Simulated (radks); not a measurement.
Task: Species: the potassium ion K7+. Configuration: [Ne] 3s2 (the NIST ground configuration). Calculated with a radial shooting solver on a logarithmic mesh with Libxc functionals: Dirac Kohn-Sham, PBE, spin-unpolarised, spherical densities, finite nucleus; Fermi nuclear charge, rms radius 3.4349 fm. Some entries of the table are withheld. Estimate them.

orbital  occ.  eigenvalue (eV)  <1/r> (bohr^-1)  r(max) (bohr)
1s1/2       2        -3666.767            18.72        0.05301
2s1/2       2        -489.6560              (1)         0.3169
2p1/2       2              (2)            3.760         0.2597
2p3/2       4              (3)            3.725         0.2616
3s1/2       2        -145.8180            1.306         0.9883

Result: 
(1) 2s1/2 <1/r> (bohr^-1): 3.836
(2) 2p1/2 eigenvalue (eV): -419.3720
(3) 2p3/2 eigenvalue (eV): -416.4148
